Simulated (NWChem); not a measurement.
Species: GeH$_{4}$O$_{2}$; SMILES [OH][GeH2][OH]

```xyz
7

Ge     0.0000     0.0000     0.2936
O     -1.4780    -0.0656    -0.7250
O      1.4780     0.0656    -0.7250
H     -0.0795    -1.3039     1.1176
H      0.0795     1.3039     1.1176
H     -1.5722     0.7532    -1.2372
H      1.5722    -0.7532    -1.2372
```
Atoms are numbered in this order, from 1.

Computed with NWChem. Geometry: optimised at B3LYP/6-31G* (spherical d). Isotropic polarisability at PBE0/def2-SVPD. A Cauchy series cut after its second term is a line in ω².

| row | ω² (10⁻³ Ha²) | α (bohr³) |
|---|---|---|
| static | 0.00 | 40.08 |
| 1065 nm | 1.83 | 40.43 |
| 589 nm | 5.98 | 41.26 |
| 400 nm | 12.97 | withheld |

Problem. Fit a straight line of the last column on the one before it, predict the withheld value, and compare with the run.

Solution. 
1. Means of the 3 shown rows: x = 2.603, y = 40.590. Slope Σ(x − x̄)(y − ȳ)/Σ(x − x̄)² = 3.714/18.78 = 0.1978; intercept 40.075.
2. The shown rows scatter about the line by 0.005 (root mean square); the largest residual is -0.01, at 1065 nm.
3. At x = 12.97 (400 nm; beyond the shown range) the line gives 42.64.
4. The run gives 42.77, +0.13 from the line. The intercept estimates α(0), and the slope, 198 bohr³/Ha², the next Cauchy moment.
